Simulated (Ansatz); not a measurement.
C8H18GeO3⁺, that is Ge(vinyl)(OEt)3 with one electron fewer. The state is a doublet with charge 1. Geometry r2SCAN-D4/def2-SVP, that of the neutral singlet; atoms count from 1.

Cartesian coordinates in Å:
```
Ge 0.371 0.400 0.742
C 1.152 2.099 1.175
C 0.483 3.243 0.975
H 2.169 2.115 1.586
H -0.537 3.242 0.574
H 0.926 4.218 1.214
O 0.467 -0.738 2.087
C 0.906 -2.084 1.935
C -0.154 -2.975 1.315
H 1.830 -2.127 1.331
H 1.155 -2.437 2.951
H 0.183 -4.024 1.295
H -1.091 -2.923 1.892
H -0.358 -2.665 0.278
O 1.115 -0.496 -0.607
C 1.188 0.104 -1.895
C 2.529 0.779 -2.119
H 1.039 -0.702 -2.636
H 0.361 0.829 -2.042
H 2.603 1.177 -3.144
H 2.670 1.615 -1.415
H 3.348 0.059 -1.965
O -1.297 0.797 0.280
C -2.190 -0.204 -0.189
C -3.438 0.470 -0.716
H -1.713 -0.809 -0.987
H -2.448 -0.901 0.633
H -4.163 -0.277 -1.077
H -3.915 1.065 0.077
H -3.189 1.147 -1.549
```

Q: Estimate the Mulliken populations of the heavy atoms from the PBE0/def2-SVP orbitals of Ansatz.

A: 
| atom | charge (e) | spin (α − β) |
| --- | --- | --- |
| Ge1 | 1.07 | -0.08 |
| C2 | -0.24 | 0.07 |
| C3 | 0.01 | 0.12 |
| O7 | -0.43 | 0.28 |
| C8 | 0.12 | 0.00 |
| C9 | -0.15 | 0.05 |
| O15 | -0.50 | 0.16 |
| C16 | 0.09 | 0.00 |
| C17 | -0.11 | 0.03 |
| O23 | -0.45 | 0.26 |
| C24 | 0.06 | -0.01 |
| C25 | -0.10 | 0.00 |
Mulliken values depend strongly on the basis.

Q: Where does the spin sit?

A: Summed by element: Ge -0.08, C 0.28, H 0.10, O 0.70, of 1 unpaired in all. Largest on single atoms: O7 0.28, O23 0.26, O15 0.16.

Q: And the Mayer bond orders between heavy atoms (over 0.3)?

A: Ge1–C2 0.97 (1.92 Å); Ge1–O7 0.94 (1.76 Å); Ge1–O15 0.91 (1.78 Å); Ge1–O23 0.90 (1.78 Å); C2–C3 1.81 (1.34 Å); O7–C8 0.90 (1.42 Å); C8–C9 1.05 (1.52 Å); O15–C16 0.90 (1.42 Å); C16–C17 1.07 (1.52 Å); O23–C24 0.91 (1.42 Å); C24–C25 1.10 (1.51 Å).
